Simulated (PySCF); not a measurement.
Input of a response calculation (the driver script's job line, then coordinates in Å):

```
{"job": {"kind": "uv", "xc": "wB97X-D", "basis": "def2-SVPD", "ip": false, "nstates": 10}, "charge": 0, "multiplicity": 1}
Nb    -0.006638    -0.000106     0.081958
O     -0.037336    -0.025302     1.754595
Cl     2.178909     0.007254    -0.566432
Cl    -1.073128     1.899380    -0.603091
Cl    -1.061797    -1.881235    -0.667030
```

The calculation used TDDFT wB97X-D/def2-SVPD, vertical, gas phase, core orbitals frozen in the response, def2 core potentials past Kr in PySCF. Job line and output are in the format of a driver script around the code.

(1) Give the output.

Answers

(1) 
```
coarse grid: 32304 points
cycle   1  E = -1511.6270383180  dE = -6.195e+00  |g| = 1.959e+00  |ddm| = 5.458e+00
cycle   2  E = -1511.3442116299  dE =  2.828e-01  |g| = 2.123e+00  |ddm| = 4.852e+00
cycle   3  E = -1512.5678700021  dE = -1.224e+00  |g| = 1.481e-01  |ddm| = 2.744e+00
cycle   4  E = -1512.5701762564  dE = -2.306e-03  |g| = 1.518e-01  |ddm| = 4.010e-01
cycle   5  E = -1512.5735528449  dE = -3.377e-03  |g| = 7.958e-02  |ddm| = 1.493e-01
cycle   6  E = -1512.5748514408  dE = -1.299e-03  |g| = 6.118e-03  |ddm| = 6.244e-02
cycle   7  E = -1512.5748845501  dE = -3.311e-05  |g| = 1.970e-03  |ddm| = 1.845e-02
cycle   8  E = -1512.5748878398  dE = -3.290e-06  |g| = 7.973e-04  |ddm| = 5.842e-03
final grid: 60856 points
cycle   9  E = -1512.5672356359  dE = -9.912e-06  |g| = 1.632e-03  |ddm| = 1.192e-02
cycle  10  E = -1512.5672358521  dE = -2.163e-07  |g| = 1.567e-03  |ddm| = 3.972e-03
cycle  11  E = -1512.5672364489  dE = -5.968e-07  |g| = 3.754e-04  |ddm| = 2.112e-03
cycle  12  E = -1512.5672364888  dE = -3.984e-08  |g| = 2.043e-04  |ddm| = 4.920e-04
cycle  13  E = -1512.5672364983  dE = -9.479e-09  |g| = 1.541e-04  |ddm| = 2.924e-04
cycle  14  E = -1512.5672365057  dE = -7.443e-09  |g| = 1.495e-05  |ddm| = 2.277e-04
cycle  15  E = -1512.5672365060  dE = -3.365e-10  |g| = 4.222e-06  |ddm| = 6.542e-05
converged SCF energy = -1512.5672365060

Static polarisability (au): isotropic 82.681, principal 72.032 87.752 88.258

Singlet excitations
state   eV       nm        f      main configurations
  1   4.9603    250.0   0.00001   H-2->L 0.50, H-1->L+1 0.40
  2   5.0609    245.0   0.00097   H-1->L 0.39, H-2->L+1 0.32, H-3->L+1 0.10
  3   5.0617    244.9   0.00096   H-1->L+1 0.37, H-2->L 0.29, H-3->L 0.12
  4   5.2534    236.0   0.00270   H-2->L+1 0.48, H-1->L 0.42
  5   5.3695    230.9   0.01174   H->L 0.52, H-3->L+1 0.41
  6   5.3701    230.9   0.00843   H-3->L 0.47, H->L+1 0.47
  7   5.5262    224.4   0.03362   H->L+1 0.32, H-3->L 0.31, H-4->L 0.08
  8   5.5274    224.3   0.03129   H-3->L+1 0.38, H->L 0.32
  9   5.8522    211.9   0.00012   H-4->L 0.47, H-5->L+1 0.44
 10   5.8735    211.1   0.00245   H-4->L+1 0.47, H-5->L 0.47

Triplet excitations (Tamm-Dancoff, eV): 4.8415 4.8448 4.8584 4.9524
```

Isolated species at its PBE0-D3(BJ)/def2-SVP geometry, gas phase. Atoms past krypton carry effective core potentials; spin–orbit coupling is left out.

The species is NbOCl3 (`[O]=[Nb]([Cl])([Cl])[Cl]`).

The SCF starts on a coarse grid; the energy jumps when the final grid takes over, and dE counts afresh there. H and L stand for HOMO and LUMO.

Note: wB97X-D ran without an empirical dispersion term, which enters the total energy and its gradient alone.
